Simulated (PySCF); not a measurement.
**Correlation energy of Ru²⁺ (ruthenium, charge +2)**

[Kr] 4d5 5p1, high-spin 7P determinant (an excited configuration). All numbers are calculated (PySCF 2.14, scalar relativity by spin-free X2C-1e, in x2c-TZVPPall with one added diffuse shell each of s, p, d, f type (9s7p7d3f1g, 95 functions)). Frozen: [Ar] 3d10; 14 electrons correlated.

MP2 pair energies summed by pair of shells (mhartree):

| pair | energy | share (%) |
| --- | --- | --- |
| 4p-4d | -153.34 | 42.0 |
| 4p-4p | -71.16 | 19.5 |
| 4d-4d | -59.13 | 16.2 |
| 4s-4p | -29.52 | 8.1 |
| 4s-4d | -20.79 | 5.7 |
| 4d-5p | -16.00 | 4.4 |
| 4p-5p | -10.26 | 2.8 |
| 4s-4s | -4.55 | 1.2 |
| 4s-5p | -0.73 | 0.2 |

Total MP2 correlation energy: -365.47 mhartree.

Same-spin part -136.57 and opposite-spin part -228.89 mhartree; SCS-MP2 scales them by 1/3 and 6/5 to -320.20 mhartree.

This basis was not built for core-valence correlation, so the inner-shell part is incomplete.
